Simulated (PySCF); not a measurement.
Isomers of C4H8BN, mass 81.075 u with the commonest isotopes. Theory: PBE0-D3(BJ)/def2-SVP geometry optimisation, gas phase in PySCF. One conformer each, none proved a minimum here; rigid rotors.

Task: Order these by out-of-plane moment Σ m c² = (Ia + Ib − Ic)/2, smallest first.
A. `C(B(N)C)#CC`
B. `[CH:1]#[C:2][CH2:3][CH2:4][BH:5][NH2:6]` with C2–C3–C4–B5 -178°, C3–C4–B5–N6 -141°
C. `[BH3-:1][N+:2]#[C:3][CH2:4][CH:5]=[CH2:6]` with C3–C4–C5–C6 121°

Result: A (3.15 u·Å²), B (6.66 u·Å²), C (10.89 u·Å²).

Task: Order these by dipole moment, smallest first.
A. `CC#CB(C)N`
B. `[BH3-:1][N+:2]#[C:3][CH2:4][CH:5]=[CH2:6]` with C3–C4–C5–C6 121°
C. `[CH:1]#[C:2][CH2:3][CH2:4][BH:5][NH2:6]` with C2–C3–C4–B5 -178°, C3–C4–B5–N6 -141°

Result: A (1.27 D), C (2.55 D), B (7.45 D).

Task: Order these by rotational constant A, largest first.
A. `[CH:1]#[C:2][CH2:3][CH2:4][BH:5][NH2:6]` with C2–C3–C4–B5 -178°, C3–C4–B5–N6 -141°
B. `[BH3-:1][N+:2]#[C:3][CH2:4][CH:5]=[CH2:6]` with C3–C4–C5–C6 121°
C. `CC#CB(C)N`

Result: A (17702 MHz), B (12730 MHz), C (7916 MHz).

```
          SMILES  point group  Ia (u·Å²)  Ib (u·Å²)  Ic (u·Å²)      κ  μa (D)  μb (D)  μc (D)
       CC#CB(C)N      near Cs      63.84     315.91     373.45  -0.92    0.03    1.27    0.01
         C#CCCBN           C1      28.55     390.34     405.57  -0.99    2.30    0.98    0.52
[BH3-][N+]#CCC=C           C1      39.70     358.92     376.85  -0.99    7.13    2.17    0.02
```
